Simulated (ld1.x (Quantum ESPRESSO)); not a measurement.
# Varying the TM potential for P

Base potential:

phosphorus (P), norm-conserving Troullier–Martins (Kleinman–Bylander form), made with ld1.x (Quantum ESPRESSO) 7.5 (BLYP, scalar-relativistic). Core [Ne], reference 3s2 3p2 (charge +1). Waves: 3p (bound): rc 1.80 bohr; 3d channel at 0.4 Ry: rc 1.90 bohr; 3s (bound): rc 1.35 bohr. Local part: the s channel. Core correction: a·sin(br)/r model core, default radius (core density twice the valence density).

All-electron outer shells of the reference configuration (BLYP, scalar-relativistic, ld1.x):

```tsv
shell	level (eV)	outermost node (bohr)	outermost maximum (bohr)
3s	-23.14	0.65	1.54
3p	-14.06	0.64	1.74
```

Cutoffs, loose and tight: the cutoffs (Ry, on a coarse ladder) from which the occupation-weighted sum of valence levels, in a spherical-Bessel basis at the reference potential, stays within 10 and 1 mRy of its value at 400 Ry. They do not see the model core or the augmentation charge, which bear on the density cutoff. Test errors are all-electron minus pseudo excitation energies from the reference, over the configurations 3s2 3p3; 3s2 3p1; 3s2 3p0; 3s2 3p3.3; 3s0 3p5; 3s2 3p2.5; 3s1 3p4. A dash means not determined; rows that change the core or the reference have their own tests.

A true bound ghost makes a file unfit for plane-wave use even where its test errors are small: the radial tests pick states by their node count and pass the ghost by.

The default core radius of the base comes out at 0.99 bohr.

| change | outcome | cutoff, loose | cutoff, tight | bound ghosts | largest test error (meV) |
| --- | --- | --- | --- | --- | --- |
| base | generated | 35 Ry | 70 Ry | none | +53 |
| functional LDA (PZ) | generated | 35 Ry | 70 Ry | none | +54 |
| core correction a·sin(br)/r model core inside 1.38 bohr | generated | 35 Ry | 70 Ry | none | +82 |
| reference 3s1 3p4 | generated | 21 Ry | 50 Ry | none | +71 |
| wave 3d channel at 0.4 Ry: rc 1.90 bohr becomes 3d channel at 0.4 Ry: rc 1.80 bohr | generated | 35 Ry | 70 Ry | none | +53 |
| wave 3s (bound): rc 1.35 bohr becomes 3s (bound): rc 1.40 bohr | generated | 30 Ry | 50 Ry | none | +51 |
| wave 3d channel at 0.4 Ry: rc 1.90 bohr becomes 3d channel at 7.28 Ry: rc 1.90 bohr | generated | 35 Ry | 70 Ry | d | +53 |
| all radii but the core radius scaled by about 1.20 (s 1.62, p 2.16, d 2.28 bohr) | generated | 25 Ry | 50 Ry | none | +43 |

Task: What comes out with this change to the base: wave 3p (bound): rc 1.80 bohr becomes 3p (bound): rc 2.64 bohr?

Result: outcome: generated; cutoff, loose: 35 Ry; cutoff, tight: 70 Ry; bound ghosts: none; largest test error (meV): +20.

Task: What comes out with this change to the base: local potential all-electron potential smoothed inside 1.90 bohr (lloc = -1)?

Result: outcome: generated; cutoff, loose: 35 Ry; cutoff, tight: 55 Ry; bound ghosts: none; largest test error (meV): +60.
